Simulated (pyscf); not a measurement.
# `[OH][BH][PH2]`, singlet

Gas-phase minimum from PySCF at ωB97X-D3(BJ)/def2-SVP, one conformer. 

SMILES: OBP
```xyz
7

O      0.4779    -1.5391    -0.7272
B     -0.8277    -1.4382    -1.0689
P     -1.8412     0.2029    -1.0119
H      0.8998    -0.6977    -0.5176
H     -1.3909    -2.4722    -1.3481
H     -2.4450     0.0613    -2.2897
H     -0.8168     1.1050    -1.4218
```
Charge 0, spin multiplicity 1.

Bond lengths (Å): O1–B2 1.353, O1–H4 0.964, B2–P3 1.930, B2–H5 1.210, P3–H6 1.420, P3–H7 1.425. Bond angles (°): B2–O1–H4 114.3, O1–B2–P3 124.2, O1–B2–H5 116.3, P3–B2–H5 119.3, B2–P3–H6 96.4, B2–P3–H7 98.8, H6–P3–H7 96.3.

Properties at ωB97X-D3(BJ)/def2-SVP:

```
Quantity                                                                                                                                                                                               Result
---------------------------------------------------------------------------------------------------------------------  --------------------------------------------------------------------------------------
Harmonic wavenumbers, unscaled                                                                                         185, 301, 518, 608, 702, 785, 887, 1021, 1114, 1172, 1382, 2441, 2479, 2628, 3893 cm⁻¹
Zero-point energy                                                                                                                                                                               28.8 kcal/mol
Rotational symmetry number                                                                                                                                                                                  1
Entropy of this conformer at 298 K and 1 atm, rigid rotor and harmonic oscillator, modes under 100 cm⁻¹ raised to 100                                                                         281.8 J/(mol K)
Dipole moment                                                                                                                                                                                          1.65 D
```

Single-point totals, which compare only within one level (frozen core for MP2 and CC):

```
level                   total energy (hartree)
----------------------  ----------------------
ωB97X-D3(BJ)/def2-TZVP              -443.97572
PBE/def2-TZVP                       -443.63453
r²SCAN/def2-TZVP                    -443.83777
B3LYP-D3(BJ)/def2-TZVP              -443.95766
PBE0-D3(BJ)/def2-TZVP               -443.67568
M06-2X/def2-TZVP                    -443.85648
ωB97M-D3(BJ)/def2-TZVP              -443.99085
HF/def2-TZVPP                       -442.71001
MP2/def2-TZVPP                      -443.21001
CCSD/def2-TZVPP                     -443.24412
CCSD(T)/def2-TZVPP                  -443.26487
```

Soft torsions are taken as harmonic, which can shift the entropy by several J/(mol K). The CCSD(T) − MP2 part came from Ansatz, without density fitting, on the same reference.
